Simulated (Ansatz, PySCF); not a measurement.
This Ansatz (an electronic-structure program) input computes a CAM-B3LYP/def2-TZVPD energy:

Ansatz 0.2 input:
```yaml
crystal:
  periodic: [false, false, false]
  atoms:
    - {symbol: Cl, position_ang: [1.56953615, -1.95441739, 0.88188008]}
    - {symbol: Si, position_ang: [1.14557259, -0.18755483, -0.07544387]}
    - {symbol: Cl, position_ang: [2.11201302, 1.37461198, 0.84305781]}
    - {symbol: Si, position_ang: [-1.17563763, 0.19308265, 0.12934847]}
    - {symbol: Cl, position_ang: [-1.60532418, 1.95935336, -0.86097407]}
    - {symbol: Cl, position_ang: [-2.14743929, -1.36745603, -0.82217769]}
    - {symbol: H, position_ang: [1.63155358, -0.28295209, -1.46502851]}
basis:
  gaussian:
    orbitals: def2-TZVPD
hamiltonian:
  xc: {name: CAM-B3LYP}
magnetization: {spin_polarized: true, initial_magnetization: 1}
output: {forces: true}
```

Task: Write an input for the same energy in PySCF and say what it gives.

Result: 
```python
from pyscf import gto, scf, dft

mol = gto.M(
    atom='''
    Cl    1.56953615   -1.95441739    0.88188008
    Si    1.14557259   -0.18755483   -0.07544387
    Cl    2.11201302    1.37461198    0.84305781
    Si   -1.17563763    0.19308265    0.12934847
    Cl   -1.60532418    1.95935336   -0.86097407
    Cl   -2.14743929   -1.36745603   -0.82217769
    H     1.63155358   -0.28295209   -1.46502851
    ''',
    basis='def2-tzvpd',
    charge=0,
    spin=1,
    verbose=4,
)

mf = dft.UKS(mol, xc='camb3lyp').density_fit(auxbasis='def2-universal-jkfit')
mf.grids.level = 3
mf.conv_tol = 1e-9
mf.max_cycle = 100
mf.max_memory = 1500
mf.kernel()
if not mf.converged:
    mf = mf.newton()
    mf.kernel(mf.make_rdm1())
for _ in range(2):
    mo, _, stable, _ = mf.stability(return_status=True)
    if stable:
        break
    mf.kernel(mf.make_rdm1(mo, mf.mo_occ))
mf.analyze()
```
It gives -2420.69730 Eh, and Ansatz -2420.69723 Eh, a difference of 0.07 mEh, from the treatment of integrals and grids.

It need not be the lowest isomer of its formula.
